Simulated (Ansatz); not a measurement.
A short molecular-dynamics run on `C[N](C)[Y]([OH])[OH]`.

```yaml
crystal:
  periodic: [false, false, false]
  atoms:
    - {symbol: C, position_ang: [0.467985, -0.288099, 1.712580]}
    - {symbol: N, position_ang: [0.226266, -0.382760, 0.294809]}
    - {symbol: C, position_ang: [0.680062, -1.648985, -0.223140]}
    - {symbol: Y, position_ang: [-0.688607, 1.159586, -0.891569]}
    - {symbol: O, position_ang: [-1.226159, 2.844864, 0.112207]}
    - {symbol: O, position_ang: [-0.900972, 0.743652, -2.871071]}
    - {symbol: H, position_ang: [1.538880, -0.378783, 1.959702]}
    - {symbol: H, position_ang: [-0.052354, -1.079238, 2.277785]}
    - {symbol: H, position_ang: [0.123111, 0.674251, 2.106299]}
    - {symbol: H, position_ang: [0.496413, -1.721102, -1.300737]}
    - {symbol: H, position_ang: [0.169326, -2.501782, 0.254344]}
    - {symbol: H, position_ang: [1.760547, -1.801354, -0.063676]}
    - {symbol: H, position_ang: [-1.528921, 3.685935, 0.439985]}
    - {symbol: H, position_ang: [-1.065587, 0.693795, -3.807518]}
basis:
  gaussian: {orbitals: def2-SVP}
hamiltonian: {xc: {name: BLYP}}
md: {timestep: 2 fs, n_steps: 50, ensemble: nvt_langevin, temperature: 1000, initial_velocities: maxwell_boltzmann, friction: 0.01, seed: 352}
```

```sh
$ ansatz run in.yaml --threads 2 --pin off --events-out ev --progress --plain --max-ram 20480MiB --backend cpu
```

```csv
step,time (fs),potential energy (eV),kinetic (eV),T (K),conserved (eV)
0,0.0,-8825.8614,1.6804,929,–
1,2.0,-8825.2871,1.3596,751,–
2,4.0,-8825.4460,1.4304,790,–
3,6.0,-8825.1636,1.2022,664,–
4,8.0,-8825.1025,1.0981,607,–
5,10.0,-8825.3843,1.3645,754,–
6,12.0,-8825.3881,1.2963,716,–
7,14.0,-8825.1169,1.0697,591,–
8,16.0,-8825.1919,1.1885,657,–
9,18.0,-8824.9127,1.0735,593,–
10,20.0,-8824.9783,1.2490,690,–
11,22.0,-8825.0727,1.3666,755,–
12,24.0,-8824.5590,0.9739,538,–
13,26.0,-8824.7995,1.0636,588,–
14,28.0,-8824.5537,0.8920,493,–
15,30.0,-8824.4901,0.7611,421,–
16,32.0,-8824.9546,1.0337,571,–
17,34.0,-8824.8742,0.8935,494,–
18,36.0,-8825.0125,1.0054,556,–
19,38.0,-8824.9947,0.9805,542,–
20,40.0,-8824.7519,0.6462,357,–
21,42.0,-8824.8375,0.7795,431,–
22,44.0,-8824.9526,0.8415,465,–
23,46.0,-8825.0385,0.8866,490,–
24,48.0,-8825.2434,1.0588,585,–
25,50.0,-8825.1452,1.0455,578,–
26,52.0,-8825.0093,0.9472,523,–
27,54.0,-8825.0276,0.8277,457,–
28,56.0,-8824.9460,0.7977,441,–
29,58.0,-8825.0098,0.8225,454,–
30,60.0,-8824.9792,0.8846,489,–
31,62.0,-8824.9952,0.8377,463,–
32,64.0,-8825.0471,0.9901,547,–
33,66.0,-8825.1798,1.2314,680,–
34,68.0,-8825.0778,1.2541,693,–
35,70.0,-8825.0018,1.2045,666,–
36,72.0,-8824.7419,0.9126,504,–
37,74.0,-8824.7129,0.7912,437,–
38,76.0,-8824.9033,0.9854,545,–
39,78.0,-8825.0642,1.1451,633,–
40,80.0,-8825.1342,1.1916,658,–
41,82.0,-8825.0121,1.0640,588,–
42,84.0,-8824.7051,0.7800,431,–
43,86.0,-8824.9698,0.9993,552,–
44,88.0,-8824.6845,0.9698,536,–
45,90.0,-8825.1023,1.4914,824,–
46,92.0,-8824.9091,1.3579,750,–
47,94.0,-8825.0128,1.2832,709,–
48,96.0,-8824.5872,1.0461,578,–
49,98.0,-8824.8922,1.3514,747,–
50,100.0,-8824.4885,1.0351,572,–
```

Velocities are drawn at the set temperature; a run this short doesn't reach equilibrium.

Frames (Å, forces in eV/Å):

```xyz
14
time=0.0 fs
C     0.468   -0.288    1.713   -0.040    0.096    0.011
N     0.226   -0.383    0.295   -0.081    0.135   -0.105
C     0.680   -1.649   -0.223   -0.028    0.018   -0.099
Y    -0.689    1.160   -0.892   -0.091    0.152   -0.115
O    -1.226    2.845    0.112    0.154   -0.395   -0.097
O    -0.901    0.744   -2.871    0.097   -0.029    0.421
H     1.539   -0.379    1.960    0.536   -0.056    0.193
H    -0.052   -1.079    2.278   -0.231   -0.393    0.346
H     0.123    0.674    2.106   -0.155    0.461    0.241
H     0.496   -1.721   -1.301   -0.070   -0.082   -0.531
H     0.169   -2.502    0.254   -0.217   -0.482    0.220
H     1.761   -1.801   -0.064    0.550   -0.144    0.067
H    -1.529    3.686    0.440   -0.278    0.781    0.322
H    -1.066    0.694   -3.808   -0.147   -0.062   -0.875
14
time=8.0 fs
C     0.491   -0.222    1.744    0.709    0.581    0.914
N     0.288   -0.414    0.323   -0.077   -0.520    0.234
C     0.781   -1.732   -0.128    2.806    2.826   -4.552
Y    -0.695    1.173   -0.878    0.371   -1.506   -1.359
O    -1.285    2.878   -0.006    0.717   -1.052   -0.049
O    -0.936    0.706   -2.916    0.224    0.277    1.450
H     1.571   -0.193    2.105   -0.096    0.261   -0.599
H     0.149   -1.064    2.370   -0.780   -0.261    0.214
H     0.035    0.747    2.115    0.088   -0.607   -0.159
H     0.763   -1.609   -1.397   -0.348   -0.865    2.815
H     0.260   -2.634    0.156   -0.460   -0.780    0.555
H     1.983   -1.811   -0.062   -2.007   -0.251    0.592
H    -1.779    3.640    0.197   -1.050    1.901    0.565
H    -0.898    0.788   -3.869   -0.097   -0.005   -0.619
14
time=16.0 fs
C     0.569   -0.170    1.820   -0.619   -1.184   -0.828
N     0.342   -0.463    0.330    0.087    0.369    1.052
C     0.894   -1.772   -0.090   -0.997   -1.176   -0.743
Y    -0.700    1.181   -0.884    0.634   -1.916   -0.723
O    -1.334    2.925   -0.088    0.560   -0.737    0.034
O    -0.953    0.645   -2.912    0.328    0.495    0.847
H     1.620    0.151    2.102   -0.447   -0.601   -0.128
H     0.150   -1.024    2.459    0.954    0.301   -0.359
H    -0.099    0.624    2.163   -0.283    0.887   -0.148
H     0.783   -1.837   -1.251    0.744    0.081    1.431
H     0.342   -2.796    0.228    0.233    1.808   -0.017
H     1.929   -2.002    0.314   -0.200    0.494   -0.660
H    -1.925    3.646    0.043   -0.812    1.313    0.312
H    -0.809    0.992   -3.808   -0.181   -0.135   -0.071
14
time=24.0 fs
C     0.624   -0.121    1.861   -0.738   -1.248   -1.905
N     0.397   -0.491    0.379    0.234    1.560   -0.736
C     0.991   -1.869   -0.052   -4.941    2.705    5.771
Y    -0.696    1.178   -0.888    0.748   -1.977    0.050
O    -1.383    2.966   -0.191    0.114   -0.342   -0.023
O    -0.960    0.583   -2.903    0.361    0.652    0.653
H     1.633    0.229    2.093    0.767   -0.026    0.106
H     0.369   -0.986    2.520    0.088    0.037    0.145
H    -0.055    0.704    2.137   -0.249    0.189   -0.006
H     1.113   -2.063   -1.015    0.038   -0.462   -5.292
H     0.210   -2.510    0.443    0.752   -0.749   -0.591
H     1.890   -2.015    0.407    3.229   -0.588    1.774
H    -1.946    3.693    0.078   -0.183    0.510    0.174
H    -0.821    1.197   -3.653   -0.220   -0.260   -0.120
14
time=32.0 fs
C     0.647   -0.123    1.786    0.947    0.655    0.744
N     0.466   -0.479    0.399   -0.415   -0.565   -1.800
C     1.026   -1.890    0.072    1.499    1.648    0.326
Y    -0.681    1.173   -0.891    0.702   -1.413    0.541
O    -1.385    3.020   -0.260   -0.057   -0.526   -0.034
O    -0.952    0.558   -2.884    0.265    0.494    0.769
H     1.701    0.138    2.099    0.269    0.430   -0.611
H     0.564   -0.917    2.567   -1.222   -0.311   -0.104
H     0.048    0.809    2.043    0.150   -0.744    0.124
H     1.308   -2.114   -1.021   -0.684    0.689    0.918
H     0.354   -2.678    0.426   -0.373   -0.418    0.182
H     2.037   -2.026    0.636   -1.086    0.078   -0.530
H    -1.982    3.674    0.142    0.202    0.055   -0.064
H    -0.921    1.284   -3.532   -0.197   -0.072   -0.459
14
time=40.0 fs
C     0.701   -0.108    1.727    0.558    1.069    0.415
N     0.476   -0.469    0.341   -0.105   -0.578    0.461
C     1.052   -1.848    0.204    1.013    0.029   -3.307
Y    -0.656    1.157   -0.890    0.446   -0.580    0.546
O    -1.371    3.046   -0.291   -0.184   -0.675    0.140
O    -0.965    0.605   -2.860    0.319   -0.113    1.001
H     1.808    0.220    1.934   -1.186   -0.924    0.175
H     0.274   -0.869    2.410    0.669   -0.425    0.438
H     0.114    0.759    2.053   -0.358    0.933   -0.120
H     1.193   -1.842   -1.000    0.369   -0.864    2.215
H     0.429   -2.793    0.398   -0.067    1.102    0.270
H     2.089   -2.079    0.773   -1.643    0.856   -1.098
H    -1.988    3.634    0.195    0.466   -0.173   -0.276
H    -1.159    1.194   -3.590   -0.296    0.342   -0.860
14
time=48.0 fs
C     0.689   -0.043    1.695   -0.405   -0.859    0.814
N     0.455   -0.496    0.299    0.247    1.738    0.873
C     1.068   -1.817    0.233   -0.389    0.892   -3.216
Y    -0.626    1.132   -0.876    0.196   -0.222   -0.129
O    -1.360    3.029   -0.320   -0.194   -0.505    0.512
O    -0.980    0.654   -2.860    1.403   -0.983    2.904
H     1.807    0.005    2.000   -1.015    0.058   -0.363
H     0.205   -0.833    2.407    0.568    1.026   -0.347
H     0.214    0.949    1.953    0.176   -0.278   -0.207
H     1.362   -1.975   -0.864   -0.381   -0.409    0.863
H     0.344   -2.567    0.535   -0.230   -1.008    0.408
H     2.000   -1.874    0.771    0.882   -0.220    0.850
H    -1.868    3.625    0.278    0.481   -0.307   -0.479
H    -1.403    1.015   -3.595   -1.338    1.077   -2.483
14
time=56.0 fs
C     0.644    0.028    1.685    0.162   -0.119   -0.270
N     0.450   -0.489    0.298   -0.709    1.419   -0.160
C     1.098   -1.779    0.193   -1.658   -0.003    4.090
Y    -0.606    1.103   -0.859   -0.210    0.201   -0.984
O    -1.357    2.993   -0.344   -0.059   -0.225    0.693
O    -0.982    0.708   -2.875    2.339   -0.426    3.957
H     1.705   -0.053    1.893    1.358    0.434    0.176
H     0.305   -0.586    2.585   -0.915    0.291   -0.706
H     0.398    1.133    1.798   -0.253   -0.740    0.031
H     1.414   -2.224   -0.695    0.272   -0.380   -2.589
H     0.418   -2.523    0.755    0.683    0.050   -0.631
H     1.967   -1.709    0.865    0.809   -0.414    0.022
H    -1.734    3.693    0.240    0.348   -0.473   -0.494
H    -1.527    0.789   -3.598   -2.166    0.384   -3.136
14
time=64.0 fs
C     0.678    0.084    1.681    0.997    1.118   -0.855
N     0.423   -0.443    0.333    0.617   -0.715    0.400
C     1.095   -1.749    0.247    1.032   -1.116    1.026
Y    -0.587    1.078   -0.851   -0.483    0.369   -1.475
O    -1.333    2.937   -0.365    0.099    0.389    0.665
O    -0.988    0.740   -2.872    2.392    0.804    3.927
H     1.792    0.153    1.802   -0.168   -0.734    0.825
H     0.097   -0.310    2.516    0.074   -1.027    0.640
H     0.482    1.157    1.810   -0.701    0.917   -0.541
H     1.308   -2.143   -0.807   -0.458    0.492    0.900
H     0.577   -2.562    0.872   -0.137    0.417   -0.822
H     2.124   -1.803    0.855   -1.120    0.599   -1.242
H    -1.517    3.787    0.091    0.062   -0.519   -0.281
H    -1.523    0.492   -3.560   -2.205   -0.994   -3.167
14
time=72.0 fs
C     0.724    0.165    1.658   -1.382    0.080    1.898
N     0.421   -0.430    0.394    1.942   -0.685    0.316
C     1.135   -1.728    0.347   -0.355    0.957   -4.964
Y    -0.557    1.058   -0.851   -0.003   -0.939   -1.483
O    -1.271    2.851   -0.368   -0.265    2.125    0.917
O    -0.983    0.707   -2.845    1.976    1.768    3.385
H     1.822    0.135    2.031   -1.029    0.186   -0.532
H     0.054   -0.388    2.429    1.032    0.733    0.079
H     0.319    1.222    1.649    0.454   -0.037    0.467
H     1.098   -1.854   -0.845    0.178   -0.866    1.825
H     0.565   -2.566    0.765    0.261   -0.425    0.649
H     2.265   -1.690    0.483   -0.857   -0.061    0.771
H    -1.370    3.785   -0.067   -0.058   -0.802   -0.197
H    -1.423    0.241   -3.482   -1.895   -2.037   -3.131
14
time=80.0 fs
C     0.709    0.205    1.698   -0.513    0.641    0.991
N     0.466   -0.474    0.462   -1.279    1.769   -1.296
C     1.152   -1.694    0.264    0.508    0.334   -0.969
Y    -0.520    1.051   -0.856    0.409   -1.677   -0.732
O    -1.221    2.830   -0.356   -0.497    2.744    1.015
O    -1.006    0.654   -2.813    1.272    2.102    3.324
H     1.776    0.222    2.029    0.399    0.416   -0.362
H     0.252   -0.276    2.605   -0.418    0.042   -0.021
H     0.276    1.300    1.669    0.680   -1.263    0.189
H     1.079   -2.127   -0.762    0.227    0.626   -0.241
H     0.776   -2.509    0.817   -0.735   -1.684    1.745
H     2.189   -1.525    0.564    1.059   -0.477   -0.065
H    -1.378    3.772   -0.072    0.073   -1.210   -0.308
H    -1.273    0.117   -3.489   -1.184   -2.362   -3.271
14
time=88.0 fs
C     0.697    0.204    1.765    2.481    0.587   -2.543
N     0.463   -0.467    0.465   -1.355    0.707   -0.713
C     1.188   -1.699    0.182    0.652    1.217    6.713
Y    -0.491    1.046   -0.866   -0.305   -0.232   -0.343
O    -1.200    2.891   -0.337   -0.521    1.769    0.833
O    -1.032    0.564   -2.787    1.323    2.862    5.220
H     1.793    0.439    1.803    0.335   -0.423    0.580
H     0.420   -0.161    2.716   -0.831   -1.551    1.578
H     0.364    1.242    1.788   -1.003    0.746   -0.405
H     1.167   -2.134   -0.726   -0.546   -1.229   -4.094
H     0.967   -2.516    0.961   -0.429    0.230   -0.694
H     2.239   -1.544    0.506    0.707    0.100   -0.521
H    -1.540    3.796   -0.038    0.623   -1.713   -0.546
H    -1.192    0.099   -3.519   -1.132   -3.071   -5.065
14
time=96.0 fs
C     0.760    0.209    1.779    0.289   -1.951   -0.172
N     0.413   -0.433    0.466    2.354   -0.831    0.594
C     1.283   -1.709    0.238   -2.885    0.357   -1.840
Y    -0.461    1.035   -0.886   -1.000    1.153   -0.336
O    -1.150    2.974   -0.338   -1.051    0.761    0.362
O    -1.074    0.472   -2.757    0.823    2.742    7.099
H     1.897    0.471    1.813   -1.317   -0.315    0.452
H     0.429   -0.524    2.654    0.806    1.359   -0.915
H     0.159    1.122    1.838   -0.137    0.600    0.513
H     1.063   -1.911   -0.904    0.298   -0.339    1.654
H     0.823   -2.611    0.863    1.358    1.333   -0.881
H     2.402   -1.558    0.222   -0.512   -0.093    0.832
H    -1.780    3.772   -0.185    1.551   -1.863   -0.374
H    -1.121    0.138   -3.555   -0.575   -2.913   -6.988
14
time=100.0 fs
C     0.789    0.208    1.792   -1.728   -0.231   -1.876
N     0.418   -0.440    0.483    2.392    0.075   -0.170
C     1.299   -1.701    0.239   -1.946    2.674    1.063
Y    -0.448    1.031   -0.902   -0.927    1.243    0.145
O    -1.133    3.009   -0.353    2.363   -3.439   -0.173
O    -1.099    0.415   -2.732    0.371   -1.311   -3.871
H     1.841    0.392    1.972    0.988    0.638   -0.133
H     0.497   -0.534    2.465   -0.536   -1.385    2.442
H     0.091    1.062    1.969    0.540    0.234    0.104
H     1.075   -1.874   -0.750   -0.381   -0.941   -3.279
H     0.889   -2.570    0.731    0.178   -0.825    1.140
H     2.378   -1.547    0.264    0.628    0.071    0.702
H    -1.765    3.682   -0.331   -1.780    2.047    0.055
H    -1.089    0.091   -3.771   -0.163    1.151    3.851
```

Hardware: 2 threads of an AMD EPYC 7R13 on a shared host. Wall time 2.5 min, peak host memory 0.69 GiB.
